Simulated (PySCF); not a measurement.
# Electronic absorption of C2H9BSi

Species: C2H9BSi.
SMILES: `CBC[SiH3]`

Method: TDDFT PBE0/def2-SVPD, vertical, gas phase, core orbitals frozen in the response (PySCF). The structure is a single PBE0-D3(BJ)/def2-SVP conformer in the gas phase; no vibrational or solvent corrections. Torsions of this conformer, `[CH3:1][BH:2][CH2:3][SiH3:4]`: C1–B2–C3–Si4 -91°.

| state | E (eV) | E (hartree) | f | \|μ\| (D) | main configurations (H = HOMO, L = LUMO) |
| --- | --- | --- | --- | --- | --- |
| S1 | 6.03 | 0.2217 | 0.0097 | 0.65 | H→L (77%), H-1→L (20%) |
| S2 | 6.31 | 0.2319 | 0.032 | 1.16 | H-1→L (76%), H→L (17%) |
| S3 | 7.26 | 0.2666 | 0.047 | 1.31 | H-2→L (95%) |
| S4 | 7.36 | 0.2705 | 0.0017 | 0.25 | H-3→L (97%) |
| S5 | 7.91 | 0.2906 | 0.048 | 1.27 | H→L+1 (56%), H-4→L (39%) |
| S6 | 8.00 | 0.2939 | 0.185 | 2.47 | H-4→L (49%), H→L+1 (40%) |
| S7 | 8.18 | 0.3005 | 0.0056 | 0.42 | H-1→L+1 (94%) |
| S8 | 8.52 | 0.3130 | 0.022 | 0.83 | H→L+2 (80%), H→L+3 (8%) |
| S9 | 8.58 | 0.3154 | 0.025 | 0.88 | H-2→L+1 (64%), H→L+3 (16%) |
| S10 | 8.66 | 0.3183 | 0.071 | 1.47 | H-3→L+1 (42%), H→L+3 (21%), H-2→L+1 (16%) |

Triplets, Tamm–Dancoff:

```tsv
state	E (eV)	λ (nm)	main configurations (H = HOMO, L = LUMO)
T1	5.39	229.9	H→L (85%), H-1→L (10%)
T2	5.68	218.3	H-1→L (84%), H→L (10%)
T3	6.67	185.9	H-2→L (83%), H-4→L (14%)
T4	7.19	172.4	H-3→L (93%)
```

The lowest singlet comes at 206 nm (582 kJ/mol) in the ultraviolet; it is weak; its leading configuration is HOMO→LUMO (77%). The strongest level in the table is S6 at 8.00 eV (155 nm, f = 0.185). Löwdin shares by element: HOMO carbon 26% or more, boron 25%, hydrogen 15% or more, silicon 10% (atoms not listed hold the other 24%); LUMO boron 40%, carbon 26%, silicon 12% (atoms not listed hold the other 22%). Of the 10 states listed, 7 reach f = 0.01 and none stays under 0.0005. The oscillator strengths of these states sum to 0.448; summed over the whole spectrum of an exact calculation they would give the number of electrons, 40 (Thomas–Reiche–Kuhn). Orbital energies (eV): HOMO-3 -9.51, HOMO-2 -9.36, HOMO-1 -8.88, HOMO -8.63, LUMO -0.89, LUMO+1 0.43, LUMO+2 0.98. All these states lie below the vertical ionisation energy of 10.62 eV (ΔSCF). Singlets were solved by full linear response, triplets in the Tamm–Dancoff approximation.

Hardware: an Intel Xeon at 2.50 GHz with one thread, shared host. Cost: 4.4 min wall (grids of density and orbitals included), 0.69 GiB resident at most.
